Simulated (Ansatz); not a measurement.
The inner images of a band of AlCl2H + H4Si (9 atoms, charge 0, multiplicity 1) are given out of order.

Method: RKS PBE0/cc-pVDZ (Ansatz 0.2.0).

First end point:

```xyz
9
Properties=species:S:1:pos:R:3
Al -0.035 0.295 0.151
H 0.211 1.307 1.333
Cl 1.585 -0.307 -1.106
Cl -1.999 -0.024 -0.616
Si 0.164 -2.766 1.107
H -0.278 -3.009 -0.293
H 1.600 -3.100 1.334
H -0.734 -3.419 2.106
H 0.027 -1.271 1.406
```

Last end point:

```xyz
9
Properties=species:S:1:pos:R:3
Al -0.092 -0.713 -0.236
H 0.507 0.646 1.684
Cl 1.555 0.350 -1.072
Cl -2.020 0.115 -0.593
Si 0.158 -2.916 0.766
H -0.190 -3.975 -0.239
H 1.565 -3.138 1.233
H -0.770 -3.053 1.937
H -0.170 0.389 1.942
```

Put them in order from the first end to the last, with their energies above the first end.
A.
```xyz
9
Properties=species:S:1:pos:R:3
Al -0.060 -0.212 -0.028
H 0.265 0.402 1.546
Cl 1.606 0.078 -1.295
Cl -2.083 0.114 -0.540
Si 0.138 -2.612 1.018
H -0.208 -3.273 -0.288
H 1.508 -3.046 1.440
H -0.875 -3.011 2.047
H 0.251 -0.732 1.522
```
B.
```xyz
9
Properties=species:S:1:pos:R:3
Al -0.038 0.268 0.121
H 0.231 1.062 1.451
Cl 1.531 -0.057 -1.286
Cl -2.030 -0.042 -0.572
Si 0.165 -2.763 1.118
H -0.184 -3.096 -0.290
H 1.540 -3.203 1.488
H -0.873 -3.211 2.088
H 0.200 -1.252 1.303
```
C.
```xyz
9
Properties=species:S:1:pos:R:3
Al -0.043 0.066 0.050
H 0.253 0.636 1.497
Cl 1.581 0.011 -1.319
Cl -2.072 0.043 -0.580
Si 0.155 -2.654 1.100
H -0.197 -3.160 -0.268
H 1.531 -3.079 1.470
H -0.887 -3.056 2.082
H 0.221 -1.101 1.391
```
D.
```xyz
9
Properties=species:S:1:pos:R:3
Al -0.096 -0.686 -0.240
H 0.181 0.767 1.676
Cl 1.556 0.278 -1.175
Cl -1.989 0.247 -0.525
Si 0.108 -2.892 0.765
H -0.116 -3.949 -0.276
H 1.477 -3.076 1.350
H -0.910 -3.066 1.853
H 0.331 0.084 1.994
```
E.
```xyz
9
Properties=species:S:1:pos:R:3
Al -0.089 -0.549 -0.170
H 0.263 0.468 1.676
Cl 1.584 0.214 -1.237
Cl -2.039 0.213 -0.538
Si 0.116 -2.723 0.875
H -0.181 -3.595 -0.297
H 1.491 -3.019 1.405
H -0.876 -2.987 1.973
H 0.273 -0.316 1.735
```

B (+0.8 kcal/mol), C (+11.8 kcal/mol), A (+35.4 kcal/mol), E (+9.9 kcal/mol), D (+3.8 kcal/mol).

The run took 12 min on 2 threads of Intel(R) Xeon(R) Processor @ 2.50GHz (Skylake/Cascade Lake), with other jobs on the host, peak memory 0.25 GiB.
